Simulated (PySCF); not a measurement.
PySCF input file for C2H5FOSi2, SMILES [SiH2]1C(=CO[SiH2]1)F, PBE-D3(BJ)/def2-SVP. Geometry: PBE-D3(BJ)/def2-SVP. This is a generated structure with no PubChem entry under its InChIKey; it may be hypothetical.

```python
import numpy as np
from pyscf import gto, scf, dft, df
from pyscf.hessian import thermo

mol = gto.M(
    atom='''
    F    -0.25578730   -2.52767177   -0.00000000
    C    -0.20490316   -1.17006098   -0.00000000
    C    -1.36924579   -0.46112498    0.00000000
    O    -1.43288347    0.89853995    0.00000000
    Si    0.07943011    1.75274258   -0.00000000
    Si    1.40780188   -0.18943708   -0.00000000
    H    -2.35489514   -0.95891949    0.00000000
    H     0.11943324    2.61983008    1.22494484
    H     0.11943324    2.61983008   -1.22494484
    H     2.25241400   -0.40958773    1.22478153
    H     2.25241400   -0.40958773   -1.22478152
    ''',
    basis='def2-SVP',
    charge=0,
    spin=0,
    max_memory=1600,
    verbose=3,
)
mf = dft.RKS(mol, xc='pbe').density_fit(auxbasis='def2-universal-jkfit')
mf.disp = 'd3bj'
mf.grids.level = 3
mf.conv_tol = 1e-11
mf.max_cycle = 100
mf.kernel()

# [left out here: the lines that compute and print the analytic Hessian (its translational invariance restored by hand, since the grid's response is missing), thermochemistry and intensities]
```

Program output:

```
converged SCF energy = -832.32254115766

WARN: DFTD3 does not support analytical Hessian, using finite difference


WARN: Mole.unit (angstrom) is changed to Bohr

Mode                                 0                   1                   2
Irrep
Freq [cm^-1]                       80.0827            301.6956            302.4361
Reduced mass [au]                   3.7441              2.7924              7.9373
Force const [Dyne/A]                0.0141              0.1498              0.4278
Char temp [K]                     115.2212            434.0728            435.1383
Normal mode                   x     y     z       x     y     z       x     y     z
       0   F                 0.00  0.00  0.10    0.00  0.00 -0.08   -0.16 -0.05 -0.00
       1   C                -0.00  0.00  0.01   -0.00  0.00  0.22    0.06 -0.05  0.00
       2   C                -0.00  0.00 -0.05   -0.00  0.00 -0.01    0.08 -0.03 -0.00
       3   O                -0.00  0.00 -0.12   -0.00  0.00 -0.02    0.03 -0.04 -0.00
       4  Si                -0.00  0.00  0.08    0.00 -0.00 -0.02   -0.03  0.03 -0.00
       5  Si                -0.00  0.00 -0.07   -0.00 -0.00  0.01    0.06  0.05  0.00
       6   H                -0.00  0.00 -0.04   -0.00  0.00 -0.25    0.10 -0.06 -0.00
       7   H                -0.04 -0.20  0.23    0.06 -0.10  0.05   -0.06  0.03 -0.00
       8   H                 0.04  0.20  0.23   -0.06  0.10  0.05   -0.06  0.03  0.00
       9   H                 0.08 -0.02 -0.13    0.22  0.21 -0.11    0.09  0.14 -0.00
      10   H                -0.08  0.02 -0.13   -0.22 -0.21 -0.11    0.09  0.14  0.00
Mode                                 3                   4                   5
Irrep
Freq [cm^-1]                      309.6039            315.9865            354.9370
Reduced mass [au]                  12.1493              2.0817              1.3559
Force const [Dyne/A]                0.6861              0.1225              0.1006
[...]
       6   H                -0.03 -0.00 -0.00    0.00 -0.00 -0.06    0.19 -0.04  0.00
       7   H                 0.13 -0.11  0.00   -0.16  0.33 -0.18    0.05 -0.01 -0.01
       8   H                 0.13 -0.11 -0.00    0.16 -0.33 -0.18    0.05 -0.01  0.01
       9   H                -0.03  0.20  0.00   -0.29  0.27  0.19    0.01  0.26 -0.00
      10   H                -0.03  0.20 -0.00    0.29 -0.27  0.19    0.01  0.26  0.00
Mode                                 9                  10                  11
Irrep
Freq [cm^-1]                      603.8852            648.6198            658.2543
Reduced mass [au]                   6.9054              1.2855              1.8206
Force const [Dyne/A]                1.4837              0.3186              0.4648
Char temp [K]                     868.8564            933.2194            947.0814
Normal mode                   x     y     z       x     y     z       x     y     z
       0   F                -0.03  0.13 -0.00    0.00 -0.00  0.01   -0.00  0.04  0.00
       1   C                 0.06  0.06  0.00    0.00 -0.00 -0.12   -0.03  0.02 -0.00
       2   C                 0.06 -0.04  0.00    0.00  0.00  0.02   -0.07 -0.03  0.00
       3   O                 0.10 -0.09 -0.00   -0.00  0.00 -0.02   -0.04 -0.08 -0.00
       4  Si                -0.01 -0.01  0.00   -0.00 -0.00  0.02    0.07  0.03  0.00
       5  Si                -0.06 -0.02 -0.00   -0.00  0.00  0.03    0.01 -0.05  0.00
       6   H                 0.09 -0.10 -0.00    0.00  0.00  0.06   -0.05 -0.10 -0.00
       7   H                -0.10 -0.01  0.00    0.04  0.12 -0.06   -0.25  0.09 -0.03
       8   H                -0.10 -0.01 -0.00   -0.04 -0.12 -0.06   -0.25  0.09  0.03
       9   H                -0.09 -0.14 -0.00    0.33  0.49 -0.11    0.11  0.42  0.01
      10   H                -0.09 -0.14  0.00   -0.33 -0.49 -0.11    0.11  0.42 -0.01
Mode                                12                  13                  14
Irrep
Freq [cm^-1]                      668.6298            707.0991            793.9768
Reduced mass [au]                   1.0919              2.8593              1.3300
Force const [Dyne/A]                0.2876              0.8423              0.4940
Char temp [K]                     962.0093           1017.3582           1142.3559
Normal mode                   x     y     z       x     y     z       x     y     z
       0   F                -0.00  0.00  0.00    0.02 -0.01  0.00   -0.00 -0.04  0.00
       1   C                -0.00  0.00 -0.01   -0.04 -0.01 -0.00    0.02  0.00  0.00
       2   C                -0.00 -0.00 -0.00   -0.00  0.08 -0.00    0.03  0.05 -0.00
       3   O                -0.00 -0.00  0.06    0.14  0.05  0.00   -0.04  0.02  0.00
       4  Si                 0.00  0.00 -0.03   -0.06 -0.05 -0.00    0.06 -0.02 -0.00
       5  Si                 0.00 -0.00 -0.00    0.01 -0.02  0.00   -0.01  0.03 -0.00
       6   H                -0.00 -0.00  0.04   -0.08  0.23  0.00    0.06 -0.00  0.00
       7   H                -0.63 -0.18  0.11   -0.25 -0.02 -0.01   -0.54  0.02 -0.00
       8   H                 0.63  0.18  0.11   -0.25 -0.02  0.01   -0.54  0.02  0.00
       9   H                 0.03  0.11 -0.01    0.06  0.25  0.01   -0.07 -0.26 -0.01
      10   H                -0.03 -0.11 -0.01    0.06  0.25 -0.01   -0.07 -0.26  0.01
Mode                                15                  16                  17
Irrep
Freq [cm^-1]                      860.6858            902.1700            918.1908
Reduced mass [au]                   1.4104              1.0500              1.0602
Force const [Dyne/A]                0.6156              0.5035              0.5266
Char temp [K]                    1238.3353           1298.0218           1321.0721
Normal mode                   x     y     z       x     y     z       x     y     z
       0   F                 0.00 -0.00  0.01    0.00  0.00 -0.00   -0.00 -0.01 -0.00
       1   C                -0.00 -0.00 -0.06   -0.00 -0.01 -0.00   -0.00  0.01  0.00
       2   C                -0.00  0.00  0.15   -0.01  0.01 -0.00    0.00  0.01 -0.00
       3   O                -0.00 -0.00 -0.02   -0.00 -0.01 -0.00    0.00 -0.01 -0.00
       4  Si                 0.00  0.00 -0.01    0.00  0.03  0.00    0.00  0.03  0.00
       5  Si                -0.00  0.00 -0.00   -0.03  0.00  0.00    0.02 -0.01 -0.00
       6   H                -0.00  0.00 -0.82   -0.01  0.01  0.00    0.01 -0.00  0.00
       7   H                -0.04 -0.02  0.01   -0.03 -0.36  0.26   -0.04 -0.41  0.31
       8   H                 0.04  0.02  0.01   -0.03 -0.36 -0.26   -0.04 -0.41 -0.31
       9   H                -0.03 -0.04  0.01    0.42 -0.06 -0.30   -0.35  0.11  0.27
      10   H                 0.03  0.04  0.01    0.42 -0.06  0.30   -0.35  0.11 -0.27
Mode                                18                  19                  20
Irrep
Freq [cm^-1]                     1177.2798           1201.7907           1245.8631
Reduced mass [au]                  10.5547              3.2018              1.5950
Force const [Dyne/A]                8.6190              2.7246              1.4586
Char temp [K]                    1693.8435           1729.1092           1792.5196
Normal mode                   x     y     z       x     y     z       x     y     z
       0   F                 0.01  0.11 -0.00    0.01  0.01  0.00    0.01  0.00  0.00
       1   C                -0.05 -0.21  0.00   -0.07 -0.04 -0.00   -0.15 -0.02 -0.00
       2   C                 0.05 -0.08 -0.00    0.08  0.14 -0.00    0.05  0.08 -0.00
       3   O                -0.02  0.07  0.00   -0.04 -0.14  0.00    0.02 -0.02  0.00
       4  Si                 0.01  0.00 -0.00    0.00  0.00 -0.00   -0.01 -0.00 -0.00
       5  Si                 0.01  0.01 -0.00    0.01  0.01 -0.00    0.01  0.01  0.00
       6   H                -0.04  0.10 -0.00   -0.09  0.49 -0.00    0.41 -0.65 -0.00
       7   H                -0.07 -0.01  0.02    0.08  0.02 -0.02    0.03  0.00 -0.01
       8   H                -0.07 -0.01 -0.02    0.08  0.02  0.02    0.03  0.00  0.01
       9   H                -0.01  0.00  0.02   -0.01 -0.03  0.01    0.01 -0.00  0.00
      10   H                -0.01  0.00 -0.02   -0.01 -0.03 -0.01    0.01 -0.00 -0.00
Mode                                21                  22                  23
Irrep
Freq [cm^-1]                     1607.4239           2159.3923           2162.9079
Reduced mass [au]                   7.5429              1.0299              1.0525
Force const [Dyne/A]               11.4829              2.8295              2.9010
Char temp [K]                    2312.7252           3106.8848           3111.9429
Normal mode                   x     y     z       x     y     z       x     y     z
       0   F                 0.00 -0.02 -0.00   -0.00  0.00 -0.00   -0.00  0.00 -0.00
       1   C                -0.14  0.13 -0.00    0.00 -0.00 -0.00    0.00 -0.00  0.00
       2   C                 0.15 -0.14  0.00   -0.00  0.00  0.00   -0.00  0.00 -0.00
       3   O                -0.01  0.03 -0.00   -0.00 -0.00  0.00   -0.00 -0.00 -0.00
       4  Si                 0.00 -0.00  0.00   -0.00 -0.00 -0.00   -0.00 -0.00  0.01
       5  Si                 0.00 -0.00  0.00    0.03 -0.01  0.00    0.00 -0.00 -0.04
       6   H                 0.00  0.22  0.00    0.00 -0.00 -0.00    0.00 -0.00  0.00
       7   H                -0.02 -0.00  0.01    0.01  0.07  0.10   -0.00 -0.07 -0.10
       8   H                -0.02 -0.00 -0.01    0.01  0.07 -0.10    0.00  0.07 -0.10
       9   H                 0.02  0.03 -0.02   -0.37  0.09 -0.57    0.39 -0.10  0.55
      10   H                 0.02  0.03  0.02   -0.37  0.09  0.57   -0.39  0.10  0.55
Mode                                24                  25                  26
Irrep
Freq [cm^-1]                     2174.5481           2183.6844           3103.5103
Reduced mass [au]                   1.0305              1.0539              1.0923
Force const [Dyne/A]                2.8710              2.9608              6.1988
Char temp [K]                    3128.6905           3141.8357           4465.2604
Normal mode                   x     y     z       x     y     z       x     y     z
       0   F                 0.00  0.00  0.00   -0.00 -0.00 -0.00    0.00 -0.00  0.00
       1   C                -0.00 -0.00  0.00    0.00 -0.00  0.00   -0.00  0.00  0.00
       2   C                 0.00 -0.00 -0.00   -0.00  0.00 -0.00    0.08  0.03 -0.00
       3   O                 0.00  0.00  0.00   -0.00 -0.00  0.00    0.00  0.00 -0.00
       4  Si                 0.00  0.03 -0.00   -0.00 -0.00 -0.04   -0.00 -0.00 -0.00
       5  Si                 0.01 -0.00 -0.00   -0.00  0.00 -0.01   -0.00  0.00  0.00
       6   H                -0.00  0.00 -0.00    0.00 -0.00 -0.00   -0.86 -0.42  0.00
       7   H                -0.02 -0.38 -0.57    0.01  0.40  0.55    0.00  0.00  0.00
       8   H                -0.02 -0.38  0.57   -0.01 -0.40  0.55    0.00  0.00 -0.00
       9   H                -0.07  0.02 -0.10    0.07 -0.02  0.10    0.00 -0.00  0.00
      10   H                -0.07  0.02  0.10   -0.07  0.02  0.10    0.00 -0.00 -0.00
temperature 298.1500 [K]
pressure 101325.00 [Pa]
Rotational constants [GHz] 3.74926 1.93295 1.31557
Symmetry number 1
Zero-point energy (ZPE) 0.06157 [Eh]   161653.102 [J/mol]
                           tot       elec      trans        rot        vib
Entropy [J/mol/K]       347.926      0.000    168.478    116.788     62.660
Cv [J/mol/K]            113.525      0.000     12.472     12.472     88.581
Cp [J/mol/K]            121.839      0.000     20.786     12.472     88.581
Internal energy [J/mol]                      3718.434   3718.434 173101.941
Internal energy [Eh]   -832.25378  -832.32254
Enthalpy [J/mol]                             6197.391   3718.434 173101.941
Enthalpy [Eh]          -832.25283
Gibbs free energy [J/mol]                  -44034.252 -31101.950 154419.938
Gibbs free energy [Eh] -832.29234
mode   freq/cm-1   IR/(km/mol)
   1       80.08         0.042
   2      301.70         2.623
   3      302.44         5.953
   4      309.60         7.953
   5      315.99         0.093
   6      354.94        19.479
   7      428.94         0.610
   8      567.97         0.047
   9      586.72         6.823
  10      603.89         4.155
  11      648.62        25.486
  12      658.25        33.361
  13      668.63         9.358
  14      707.10        62.608
  15      793.98        77.752
  16      860.69        22.489
  17      902.17       143.120
  18      918.19        82.969
  19     1177.28       265.888
  20     1201.79        85.455
  21     1245.86         1.272
  22     1607.42        40.754
  23     2159.39        92.337
  24     2162.91        49.256
  25     2174.55        76.111
  26     2183.68       119.055
  27     3103.51         9.714
max |gradient| / (hartree/bohr): 7.382593255877126e-05
APT charges: [-0.493   0.1044  0.4071 -0.8096  0.9317  0.6804  0.0525 -0.2226 -0.2226
 -0.2141 -0.2141]
```

The run converged.

Cost: roughly 2.3 core-minutes.
